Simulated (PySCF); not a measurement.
**SMILES OC[C@]1(Cl)C=C1F, C$_{4}$H$_{4}$ClFO**

Geometry:
| atom | x (Å) | y (Å) | z (Å) |
| --- | --- | --- | --- |
| O1 | -1.604 | -1.078 | -0.899 |
| C2 | -0.887 | 0.090 | -0.616 |
| C3 | 0.049 | -0.095 | 0.572 |
| Cl4 | 0.993 | 1.395 | 0.870 |
| C5 | 0.673 | -1.424 | 0.917 |
| C6 | -0.257 | -0.975 | 1.713 |
| F7 | -0.998 | -1.134 | 2.785 |
| H8 | -2.222 | -1.261 | -0.181 |
| H9 | -1.553 | 0.943 | -0.425 |
| H10 | -0.296 | 0.306 | -1.510 |
| H11 | 1.402 | -2.149 | 0.655 |

Method used: PySCF 2.14.0, TDDFT LC-wPBE/def2-SVPD circular dichroism and optical rotation, one conformer, gas phase. Geometry: GFN2-xTB, dihedral held. The dihedral O1–C2–C3–C5 is held at 30°.

Problem. Assign R or S to each stereocentre.

Solution. C3 R.

Problem. List the lowest 8 singlet excitations with oscillator and rotatory strengths.

Solution. Rotatory strengths R in 10⁻⁴⁰ esu² cm², velocity form and length form (origin at the centre of mass); f in length form.
```csv
state,E (eV),λ (nm),f,R (velocity),R (length),main
1,7.06,176,0.003,+15.5,+14.1,"HOMO−1→LUMO+1 0.64, HOMO−1→LUMO 0.15"
2,7.26,171,0.073,-35.7,-35.5,"HOMO→LUMO+1 0.55, HOMO→LUMO 0.27"
3,7.58,164,0.014,-6.8,-8.4,"HOMO−2→LUMO 0.31, HOMO−2→LUMO+1 0.27"
4,7.65,162,0.0001,-0.4,+1.0,"HOMO−1→LUMO+2 0.31, HOMO→LUMO 0.16"
5,7.78,159,0.013,-9.5,-9.7,"HOMO→LUMO 0.26, HOMO−1→LUMO+2 0.13"
6,7.89,157,0.021,+10.8,+11.3,"HOMO−2→LUMO 0.23, HOMO−2→LUMO+1 0.17"
7,8.05,154,0.007,-3.8,-2.5,"HOMO−2→LUMO+2 0.30, HOMO−3→LUMO+2 0.10"
8,8.44,147,0.002,-18.9,-16.7,"HOMO−1→LUMO 0.52, HOMO−1→LUMO+1 0.14"
```

For state 4 the two forms differ in sign, so the sign of R isn't settled.

Among the states computed, the strongest CD band (largest |R|) is state 2. The largest dissymmetry factor in size, g = 4R/(D+G), with D and G the electric and magnetic dipole strengths, is -0.097 for state 8 (velocity form, f = 0.002), among bands with |R| over 0.5. The mirror image has the same energies and oscillator strengths and all R with the opposite sign.
